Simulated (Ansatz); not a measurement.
Molecule: sum formula SiN₃H₆Cl (charge 0, singlet). 
Coordinates optimised at B3LYP-D3(BJ)/def2-TZVP (Ansatz, a quantum-chemistry and plane-wave program):
```
Si
N 1 1.7036
H 2 1.0067 1 119.06
H 2 1.0068 3 112.37 1 -152.40
N 1 1.7036 2 110.19 3 124.01
H 5 1.0066 1 119.06 2 1.60
H 5 1.0067 6 112.38 1 -152.47
N 1 1.7038 2 110.10 3 2.24
H 8 1.0067 1 118.98 2 124.17
H 8 1.0068 9 112.34 1 -152.12
Cl 1 2.1018 2 108.83 3 -116.92
```
Charge 0, spin multiplicity 1.

Property: atomisation energy (electronic, to ground-state atoms), in kJ/mol. Correlated levels leave the core frozen unless marked. Open shells are spin-unrestricted. Spin-orbit coupling is left out. Non-relativistic unless marked X2C. The coupled-cluster limit lacks core correlation, which all-electron functionals hold. CBS marks a two-point X^-3 extrapolation of the correlation energy; Hartree-Fock from the larger set.

```json
[
 {"level": "revPBE-D4/def2-TZVPD", "program": "Ansatz + dftd4", "atomisation energy (kJ/mol)": "3884.8"},
 {"level": "PBE0/def2-QZVPP", "program": "Ansatz", "atomisation energy (kJ/mol)": "3893.8"},
 {"level": "HSE06-D3(BJ)/def2-TZVPD", "program": "Ansatz + dftd3", "atomisation energy (kJ/mol)": "[?]"},
 {"level": "LC-wPBE-D3(BJ)/def2-TZVPD", "program": "Ansatz + dftd3", "atomisation energy (kJ/mol)": "3915.9"},
 {"level": "B2PLYP-D3(BJ)/def2-TZVPD", "program": "Ansatz + dftd3", "atomisation energy (kJ/mol)": "[?]"},
 {"level": "SCS-MP2/aug-cc-pV(D+d)Z", "program": "Ansatz", "atomisation energy (kJ/mol)": "3629.5"},
 {"level": "SCS-MP2/aug-cc-pV(T+d)Z", "program": "Ansatz", "atomisation energy (kJ/mol)": "3892.7"},
 {"level": "SCS-MP2/aug-cc-pV(Q+d)Z", "program": "Ansatz", "atomisation energy (kJ/mol)": "3977.1"},
 {"level": "CCSD/6-31G*", "program": "Ansatz", "atomisation energy (kJ/mol)": "[?]"},
 {"level": "X2C-CCSD(T)/cc-pVTZ-DK", "program": "Ansatz", "atomisation energy (kJ/mol)": "[?]"},
 {"level": "CCSD(T)/CBS(aug-cc-pV(T+d)Z,aug-cc-pV(Q+d)Z)", "program": "Ansatz", "atomisation energy (kJ/mol)": "3932.7"}
]
```

Q: Some entries are withheld; supply them.

A: 
- HSE06-D3(BJ)/def2-TZVPD, atomisation energy (kJ/mol): 3901.9
- B2PLYP-D3(BJ)/def2-TZVPD, atomisation energy (kJ/mol): 3882.1
- CCSD/6-31G*, atomisation energy (kJ/mol): 3327.8
- X2C-CCSD(T)/cc-pVTZ-DK, atomisation energy (kJ/mol): 3744.7
